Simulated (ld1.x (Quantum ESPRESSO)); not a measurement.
## Pd (Z = 46), RRKJ: configuration errors across variants

Pd, norm-conserving RRKJ (Kleinman–Bylander form), made with ld1.x (Quantum ESPRESSO) 7.5 (PBE, scalar-relativistic). Core [Ar] 3d10, reference 4s2 4p6 4d10 5s0 5p0. Waves: 4s (bound): rc 1.40 bohr; 4p (bound): rc 1.40 bohr; 4d (bound): rc 1.95 bohr. Local part: the d channel. Core correction: none.

All-electron excitation energies from the reference (eV): (1) 4s2 4p6 4d9 5s0 5p0 9.115; (2) 4s2 4p6 4d8 5s0 5p0 29.934; (3) 4s2 4p6 4d7 5s0 5p0 64.293; (4) 4s2 4p6 4d9 5s0 5p1 5.239; (5) 4s1 4p6 4d10 5s0 5p0 91.568; (6) 4s2 4p6 4d9 5s1 5p0 1.501; (7) 4s2 4p6 4d8 5s1 5p0 13.640.

2 further variants failed, have other tests or too few solved ones, and are left out.

A true bound ghost makes a file unfit for plane-wave use even where its test errors are small: the radial tests pick states by their node count and pass the ghost by.

Errors AE − PS in meV (a dash: test not solved or not reliable):

```csv
change,(1),(2),(3),(4),(5),(6),(7),bound ghosts
base,-5.0,-26,-55,-22,-162,+188,+329,none
wave 4s (bound): rc 1.40 bohr becomes 4s (bound): rc 1.38 bohr,-5.0,-26,-55,-22,-148,+113,+205,none
wave 4s (bound): rc 1.40 bohr becomes 4s (bound): rc 1.62 bohr,-5.1,-26,-55,-22,-266,+851,+1400,none
wave 4s (bound): rc 1.40 bohr becomes 4s (bound): rc 1.78 bohr,-5.0,-26,-54,-22,-402,+1703,+2691,s
```

Question: Give the same row for: wave 4s (bound): rc 1.40 bohr becomes 4s (bound): rc 2.12 bohr.

Answer: -5.0, -25, -52, -22, -539, +2711, +4102; bound ghosts: s.
